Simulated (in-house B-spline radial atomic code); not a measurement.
# Binding energies in Kr2+

NIST's tabulated ground configuration is [Ar] 3d10 4s2 4p4; each binding energy is the energy of the ion with one electron taken from that subshell, relaxed, less that of the parent. All numbers are computed (Dirac-Kohn-Sham LDA VWN5, spherical fractional occupations; Fermi nucleus of rms radius 4.1884 fm) with a radial B-spline atomic code at the basis-set limit, not measured. Energies include first-order Breit, QED and recoil terms.

| subshell | X-ray name | binding energy (eV) | -ε (eV) | relaxation (eV) |
| --- | --- | --- | --- | --- |
| 1s | K | 14354.8 | 14156.2 | -227.3 |
| 2s | L1 | 1922.2 | 1886.6 | -38.4 |
| 2p1/2 | L2 | 1753.3 | 1709.0 | -47.1 |
| 2p3/2 | L3 | 1699 | 1655.2 | -45.6 |
| 3s | M1 | 302.9 | 288.4 | -14.8 |
| 3p1/2 | M2 | 240.1 | 225.7 | -14.8 |
| 3p3/2 | M3 | 232.2 | 217.7 | -14.6 |
| 3d3/2 | M4 | 122.4 | 107.9 | -14.5 |
| 3d5/2 | M5 | 121.1 | 106.6 | -14.5 |
| 4s | N1 | 53.08 | 46.27 | -6.86 |
| 4p | N2,3 | 37.28 | 31.16 | -6.13 |

Relaxation = -ε minus the binding energy without Breit, QED and recoil terms. With a density functional, K lines can miss by some tenths of a per cent, more in light atoms. For a density functional the relaxation so defined is negative, because -ε of a Kohn-Sham level is smaller than the binding energy.

Emission lines follow as differences of binding energies, with λ = 12398.42 eV·Å / E:

```tsv
line	holes	energy (eV)	wavelength (Å)
K-L3	1s → 2p3/2	12655.8	0.97966
K-L2	1s → 2p1/2	12601.5	0.98388
K-M3	1s → 3p3/2	14122.6	0.87791
L3-M5	2p3/2 → 3d5/2	1577.9	7.8575
L2-M4	2p1/2 → 3d3/2	1630.9	7.6022
L1-M3	2s → 3p3/2	1690.0	7.3363
L3-M1	2p3/2 → 3s	1396.1	8.8808
```

(1) What screening constant σ does Moseley's law, E = (3/4)·13.6057 eV·(Z - σ)², need for K-L3?

(2) What does it cost to remove both a 1s and a 4p electron?

(3) What does it cost to remove both a 1s and a 2p1/2 electron?

(4) What does it cost to remove both a 2p3/2 and a 4p electron?

## Answers

(1) σ = 0.78.

(2) 14409 eV, which is 16.54 eV more than the two single binding energies together.

(3) 16253 eV, which is 144.6 eV more than the two single binding energies together.

(4) 1752.5 eV, which is 16.19 eV more than the two single binding energies together.
